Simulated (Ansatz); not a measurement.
Cost and result for the atomization energy of CH₆GeOTe (`OC[Te][GeH3]`) (10 atoms, 9 bonds).

```
atom   x (Å)   y (Å)   z (Å)
  O1   1.588   0.966   1.390
  C2   1.442  -0.226   0.697
 Te3  -0.449  -1.271   1.042
 Ge4  -1.621  -0.169  -0.934
  H5   0.889   1.573   1.129
  H6   1.535  -0.117  -0.387
  H7   2.207  -0.912   1.055
  H8  -1.666   1.362  -0.759
  H9  -0.874  -0.489  -2.241
 H10  -3.053  -0.717  -0.993
```

Total charge 0; spin multiplicity 1. Correlated methods include outer-core shells of Ge, Te, which these sets cover unevenly. Scalar relativity is left out up to krypton. Te: def2 effective core potential. The geometry is a stationary point of PBE0-D4/def2-TZVP. It is one conformer, not always the lowest. Program: Ansatz. All runs use 4 threads of an AMD EPYC 9R45 on a shared host. Times are those of one run each, without the atoms' runs, and a repeat can differ threefold. Electronic energies, without spin–orbit coupling; frozen cores. CCSD(T)/CBS adds CCSD(T) − MP2 in def2-TZVPP to the MP2 limit, and its time is that of the two runs behind it. T1 = 0.011. With those shells the extrapolation isn't a true limit. B3LYP takes the VWN-RPA correlation (the form of Gaussian; ORCA's B3LYP/G).

CCSD(T)/CBS is a level of theory with its own doubt, some kJ/mol a heavy atom from the limit and from the frozen cores, so smaller differences don't rank the functionals.

```json
{"level": "PBE-D4/def2-TZVPP (with forces)", "functions": "244", "wall time": "1.6 s", "atomization (kJ/mol)": "3112.0", "difference from CCSD(T)/CBS": "20.9", "per bond": "2.3"}
{"level": "PBE0-D4/def2-TZVPP", "functions": "244", "wall time": "1.7 s", "atomization (kJ/mol)": "3050.8", "difference from CCSD(T)/CBS": "-40.3", "per bond": "-4.5"}
{"level": "r2SCAN-D4/def2-TZVPP (with forces)", "functions": "244", "wall time": "2.4 s", "atomization (kJ/mol)": "3069.3", "difference from CCSD(T)/CBS": "-21.8", "per bond": "-2.4"}
{"level": "B3LYP-D4/def2-TZVPP (with forces)", "functions": "244", "wall time": "2.8 s", "atomization (kJ/mol)": "3054.5", "difference from CCSD(T)/CBS": "-36.6", "per bond": "-4.1"}
{"level": "B2PLYP/def2-TZVPP", "functions": "244", "wall time": "3.5 s", "atomization (kJ/mol)": "3016.6", "difference from CCSD(T)/CBS": "-74.5", "per bond": "-8.3"}
{"level": "ωB97X-V/def2-TZVPP", "functions": "244", "wall time": "4.3 s", "atomization (kJ/mol)": "3074.5", "difference from CCSD(T)/CBS": "-16.6", "per bond": "-1.8"}
{"level": "ωB97M-V/def2-TZVPP (with forces)", "functions": "244", "wall time": "6 s", "atomization (kJ/mol)": "3045.7", "difference from CCSD(T)/CBS": "-45.4", "per bond": "-5.0"}
{"level": "MP2/def2-QZVPP", "functions": "465", "wall time": "13 s", "atomization (kJ/mol)": "3073.6", "difference from CCSD(T)/CBS": "-17.5", "per bond": "-1.9"}
{"level": "CCSD(T)/def2-TZVPP", "functions": "244", "wall time": "2.2 min", "atomization (kJ/mol)": "2999.6", "difference from CCSD(T)/CBS": "-91.5", "per bond": "-10.2"}
{"level": "CCSD(T)/CBS(def2)", "functions": "–", "wall time": "2.4 min", "atomization (kJ/mol)": "3091.1", "difference from CCSD(T)/CBS": "0.0", "per bond": "0.0"}
```

In def2-TZVPP, CCSD(T) changes the Hartree–Fock value by +889.8 kJ/mol (the triples alone add +53.4 kJ/mol) and MP2 by +910.3 kJ/mol; breaking electron pairs costs correlation energy, which Hartree–Fock lacks. From PBE to PBE0 (25 % exact exchange), in def2-TZVPP and without D4, the atomization energy moves by −57.9 kJ/mol: exact exchange takes away binding that semilocal exchange gives to molecules. The D4 term adds +37.2 kJ/mol with B3LYP and +19.5 kJ/mol with PBE0; it sums over pairs of atoms, weighted by their polarisabilities, and B3LYP, whose exchange is more repulsive, gets the larger term.

Spin–orbit coupling would lower the free Te atoms strongly, and the atomization energy with them, by more than many differences here. For some Ge, Se and Sn compounds the MP2-based and the directly extrapolated limit differ by 10 to 25 kJ/mol.
